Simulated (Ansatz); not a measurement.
`[NH2][Al]([SH])[O][SiH3]` + HCl → `[SiH3][O][Al]([SH])[Cl]` + NH₃  (ligand exchange at the Al–N bond)

Program: Ansatz. Geometries: PBE0-D4/def2-TZVP. ΔE: electronic, gas phase. CBS: MP2 limit from def2 TZ/QZ plus the TZ coupled-cluster correction, frozen cores. This one scheme is used for every species. DFT in def2-TZVPP. B3LYP here is the variant with VWN-RPA as its local correlation; programs differ in this. HSE06 is defined as in plane-wave codes. One conformer a species, not always the lowest.

`[NH2][Al]([SH])[O][SiH3]`:

Z-matrix (Å, degrees):
```
Si
O 1 1.623
H 1 1.486 2 110.1
H 1 1.487 2 110.1 3 120.1
H 1 1.490 2 110.6 3 -120.0
Al 2 1.682 1 159.2 3 120.6
S 6 2.179 2 120.2 1 -0.7
N 6 1.754 2 119.8 1 179.3
H 7 1.344 6 92.2 2 0.0
H 8 1.006 6 125.0 2 -180.0
H 8 1.006 6 124.3 2 0.0
```

HCl:

Cartesian coordinates in Å:
```
Cl -0.309 0.560 -0.001
H 0.309 -0.560 0.001
```

`[SiH3][O][Al]([SH])[Cl]`:

Z-matrix (Å, degrees):
```
Si
O 1 1.629
H 1 1.486 2 109.9
H 1 1.486 2 110.2 3 120.4
H 1 1.486 2 109.3 3 -119.7
Al 2 1.668 1 165.9 3 -68.9
Cl 6 2.081 2 120.6 1 -0.8
S 6 2.161 2 120.9 1 179.1
H 8 1.345 6 92.0 2 0.1
```

NH₃:

Z-matrix (Å, degrees):
```
N
H 1 1.013
H 1 1.013 2 107.1
H 1 1.013 2 107.1 3 -114.5
```

```tsv
level	ΔE (kJ/mol)
B3LYP-D4	-70.7
HSE06-D4	-74.4
MP2/def2-SVP	-74.8
CCSD/CBS(def2)	-72.3
```

(1) What does CCSD(T)/CBS give? (An estimate is asked.)

Largest T1 diagnostic among the species: 0.011.

Answers

(1) The calculation gave: -72.3 kJ/mol. The listed levels differ from it by 1.6, -2.1, -2.5, 0.0 kJ/mol.

From BLYP to BHLYP (50 % exact exchange), in def2-TZVPP and without D4, ΔE moves by −3.4 kJ/mol. Leaving LDA and LC-ωPBE aside and taking each functional with its dispersion term where it has one, the values, not all of them listed here, spread over 7.8 kJ/mol, from B97M-V to CAM-B3LYP-D4. LDA lies +8.2 kJ/mol from PBE without D4. In def2-TZVPP, CCSD(T) changes the Hartree–Fock value by +9.1 kJ/mol (the triples alone add +0.1 kJ/mol) and MP2 by +6.7 kJ/mol.
